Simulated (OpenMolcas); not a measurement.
## Xe VII: effect of the active space

| Item | Value |
| --- | --- |
| Program | OpenMolcas 26.06 |
| Method | XMS-CASPT2 or its RAS form, IPEA 0.25 Eh, imaginary shift 0.1 Eh |
| Basis | ANO-RCC-VTZP |
| Scalar Hamiltonian | DKH2, point nucleus |
| Spin-orbit coupling | RASSI with atomic mean-field integrals over the reference wave functions, term energies averaged over their components |

A. 2 electrons in 4 orbitals (5s 5p); 2S+1 = 3 even, 3 roots; 2S+1 = 1 even, 7 roots; 2S+1 = 3 odd, 3 roots; 2S+1 = 1 odd, 3 roots; closed shells correlated: 4d; CASPT2 step of the order of 2.6 core-seconds
B. 2 electrons in 8 orbitals (5s 5p 6s 6p); 2S+1 = 3 even, 3 roots; 2S+1 = 1 even, 7 roots; 2S+1 = 3 odd, 3 roots; 2S+1 = 1 odd, 3 roots; closed shells correlated: 4d; CASPT2 step roughly 3 core-seconds
C. 2 electrons in 9 orbitals (RAS2 5s 5p; RAS3 5d, at most 2 electrons); 2S+1 = 3 even, 3 roots; 2S+1 = 1 even, 7 roots; 2S+1 = 3 odd, 3 roots; 2S+1 = 1 odd, 3 roots; closed shells correlated: 4d; CASPT2 step roughly 4 core-seconds

Energies in cm⁻¹ above 5s² ¹S₀, the measured ground level; measured values from Saloman, J. Phys. Chem. Ref. Data 33, 765 (2004).

```tsv
Level	A	B	C	Measured
5s² ¹S₀	0.0	0.0	0.0	0.0
5s 5p ³P°₀	98350	97670	98380	96141
5s 5p ³P°₁	102320	101620	102350	100451
5s 5p ³P°₂	114060	113390	114060	113676
5s 5p ¹P°₁	142380	141410	143030	143259
5p² ³P₀	226620	226150	226830	223673
5p² ¹D₂ [60 %]	234010	232540	238540	236100
5p² ³P₁	236270	235560	236250	234685
5p² ³P₂ [60 %]	250610	249690	251720	251853
```

Deviations, from unrounded energies. A percentage is the sum of absolute deviations over the sum of measured energies, with the sign that they share, or ± where signs differ.

```tsv
Against measurement	Levels	A	B	C
mean absolute deviation (cm-1)	8	1600	1700	1500
other configurations (%)	8	±0.9	±1.0	±0.9
```

C lies closest to measurement on these levels and B furthest from it. The largest miss of C in the table is 5p² ³P₀, by +3200 cm-1. The ranking rests on the paired levels alone, and a cruder setting can come out closer through cancelling errors.

Among A to C the level of the table that moves most is 5p² ¹D₂ [60 %], by 6000 cm-1 (lowest in B, highest in C). Moves below CASPT2's spread within the term are not significant.

CASPT2 does not keep the components of a term degenerate, so their means are used; among the terms shown or strongly mixed into the levels shown the widest spread is 340 cm-1 (5p² ¹D, B). Over all roots computed the reference weight is 0.83 to 0.96 in A, 0.81 to 0.96 in B; the roots of lowest weight are the least certain, and an intruder state may touch them. The ¹D term of p² mixes with s d, which this space lacks (holds for A; B). Active for correlation alone: 6p 6s; no level in the range computed is led by a configuration that fills them, so any true level of that kind is missing (holds for B). Active for correlation alone: 5d; no level in the range computed is led by a configuration that fills it, so any true level of that kind is missing (holds for C). Some terms mix strongly with configurations of 5d, whose occupation reaches 0.19 (5p² ¹D) (holds for C). Measured partners are found by configuration, term and J. A level has none where our copy of the source lacks it or the pairing is in doubt (some pairs that miss far off the trend of their configuration count as doubtful), and it then counts in no deviation. Levels of configurations outside the active space are missing. Levels that lie high or do not pair safely by name in every column are left out.

A share in square brackets marks a mixed level and gives the weight of the term that names it, the lowest over the columns. ° marks odd parity.
